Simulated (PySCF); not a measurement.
Continuum solvent and chemical shifts

Geometry (Å), atoms numbered from 1 in this order:
```xyz
17

O    -3.235    2.309   -0.222
B    -3.128    0.960   -0.046
O    -4.225    0.189   -0.259
C    -1.815    0.240    0.392
C    -1.639   -1.107    0.645
C    -0.324   -1.448    1.043
C     0.513   -0.354    1.094
S     2.208   -0.308    1.576
Si    3.049   -0.623   -0.387
S    -0.333    1.086    0.655
H    -2.429    2.801   -0.043
H    -4.986    0.723   -0.515
H    -2.455   -1.823    0.541
H     0.016   -2.455    1.289
H     2.627   -1.947   -0.930
H     4.530   -0.586   -0.205
H     2.610    0.459   -1.315
```

GIAO PBE0/pcSseg-1 in PySCF 2.14 on one PBE0-D3(BJ)/def2-SVP conformer, non-relativistic, equivalent nuclei averaged. Solvents enter as an IEF-PCM continuum (benzene with ε = 2.3, acetonitrile with ε = 35.7) around the gas-phase geometry. Shifts are referred to BF3·OEt2, TMS, CS2 computed in the same medium.

Gas phase, δ in ppm: B2 24.2, C7 146.9, C4 146.5, C5 144.2, C6 143.6, S10 265.1, S8 -142.1, Si9 -36.9, H13 7.80, H14 7.37, H15/H16/H17 4.61, H11/H12 3.92. Dipole moment 1.17 D.

Question: How does each δ change in the continuum?

Answer: 
```json
{"atoms": "B2", "environment": "boron bonded to C, 2 O", "Δδ, benzene": "+0.3", "Δδ, acetonitrile": "+0.7"}
{"atoms": "C7", "environment": "aromatic carbon bearing sulfur", "Δδ, benzene": "+0.5", "Δδ, acetonitrile": "+1.4"}
{"atoms": "C4", "environment": "substituted aromatic carbon next to the ring sulfur", "Δδ, benzene": "+0.5", "Δδ, acetonitrile": "+1.3"}
{"atoms": "C5", "environment": "aromatic CH", "Δδ, benzene": "+0.5", "Δδ, acetonitrile": "+0.8"}
{"atoms": "C6", "environment": "aromatic CH", "Δδ, benzene": "+0.9", "Δδ, acetonitrile": "+1.9"}
{"atoms": "S10", "environment": "aromatic ring sulfur", "Δδ, benzene": "+1.9", "Δδ, acetonitrile": "+6.3"}
{"atoms": "S8", "environment": "sulfur bonded to C, Si", "Δδ, benzene": "-1.5", "Δδ, acetonitrile": "-3.3"}
{"atoms": "Si9", "environment": "silicon bonded to S, 3 H", "Δδ, benzene": "+0.7", "Δδ, acetonitrile": "+1.5"}
{"atoms": "H13", "environment": "hydrogen on an aromatic CH", "Δδ, benzene": "+0.04", "Δδ, acetonitrile": "+0.07"}
{"atoms": "H14", "environment": "hydrogen on an aromatic CH", "Δδ, benzene": "+0.10", "Δδ, acetonitrile": "+0.22"}
{"atoms": "H15/H16/H17", "environment": "hydrogen on a silicon bonded to S", "Δδ, benzene": "+0.02", "Δδ, acetonitrile": "+0.05"}
{"atoms": "H11/H12", "environment": "hydrogen on an oxygen bonded to B", "Δδ, benzene": "+0.36", "Δδ, acetonitrile": "+0.80"}
```

Changes are relative to the gas phase. The dipole moment becomes 1.34 D in benzene, 1.60 D in acetonitrile.

Question: Which nuclei move most (in ppm), and what does the model miss?

Answer: S10 (aromatic ring sulfur, +6.3 ppm) in acetonitrile. A continuum only polarises the solute; specific hydrogen bonds, the anisotropy of aromatic solvents and changes of geometry or conformer are outside it.
